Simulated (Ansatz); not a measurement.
Consider the isomerisation: `C[SiH]1CO[SiH2]1` → `O[Si@H]1C[C@@H]1[SiH3]`.

Gas-phase electronic energies from Ansatz, PBE0-D4/def2-TZVP geometries. CCSD(T)/CBS adds triple-zeta CCSD(T) − MP2 to the extrapolated MP2 energy (def2 sets, frozen cores). Functionals use def2-TZVPP. One conformer a species, not always the lowest.

CCSD(T)/CBS gives -0.7 kcal/mol.

Another level gave -0.1 kcal/mol. Which?
A. PBE/def2-TZVPP
B. HF/def2-TZVPP
C. ωB97X-V/def2-TZVPP
D. SCS-MP2/def2-TZVPP

B. HF/def2-TZVPP -0.1, PBE 3.1, ωB97X-V 1.4, SCS-MP2/def2-TZVPP -1.8 kcal/mol.

Largest T1 diagnostic among the species: 0.012.

From PBE to PBE0 (25 % exact exchange), in def2-TZVPP and without D4, ΔE moves by −1.0 kcal/mol.
